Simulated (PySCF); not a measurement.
Computed properties of CH5FOSi2, SMILES F[Si@H]1CO[SiH2]1

CH₅FOSi₂, SMILES F[Si@H]1CO[SiH2]1. Coordinates come from a B3LYP-D3(BJ)/def2-SVP optimisation. The structure was generated by enumeration; whether it is a known compound was not checked. Other conformers were not sampled. All values are computed for the isolated molecule unless a solvent is named; none is compared with measurement here.

**Structure.** All 24 harmonic modes at B3LYP-D3(BJ)/def2-SVP (PySCF) are real, so it is a minimum. With heavy atoms numbered as in [F:1][Si@H:2]1[CH2:3][O:4][SiH2:5]1, the shortest bond between them is C3–O4 at 1.448 Å and the longest Si2–Si5 at 2.340 Å.

**Vibrations.** The strongest infrared lines (harmonic, unscaled, degenerate partners summed) lie at 2212 cm⁻¹ (183 km/mol, H 97 %), 907 cm⁻¹ (171 km/mol, Si 42 %, F 33 %, H 21 %), 978 cm⁻¹ (171 km/mol, H 87 %). The softest mode is at 73 cm⁻¹ and the zero-point energy is 37.9 kcal/mol.

**Electronic structure.** B3LYP/def2-TZVP (PySCF) places the frontier levels at -7.65 and -0.96 eV, a gap of 6.69 eV, and gives a dipole moment of 0.89 D and a mean polarisability of 65.4 bohr³. PBE/def2-TZVP (PySCF) at the same geometry gives -6.59 and -1.64 eV, so its gap is 1.74 eV narrower. An orbital gap is neither the optical nor the fundamental gap.

**Excitations.** TDDFT-M06-2X/def2-SVPD (PySCF) has S1 at 5.80 eV (214 nm, f = 0.039, weak); the most intense of the 10 singlets computed lies at 7.03 eV (f = 0.24). T1 (TDA) is at 5.24 eV. TDDFT-PBE/def2-SVPD (PySCF) puts S1 at 5.17 eV. No vertical singlet excitation falls in the visible range (under 3.1 eV).

**NMR.** GIAO shifts at PBE0/pcSseg-1 (PySCF) (non-relativistic, atoms alike by connectivity averaged): ¹³C at 79.4 ppm against TMS; ¹H from 5.1 to 6.5 ppm against TMS; ²⁹Si from 26.8 to 52.0 ppm against TMS; ¹⁹F at -202.4 ppm against CFCl3.
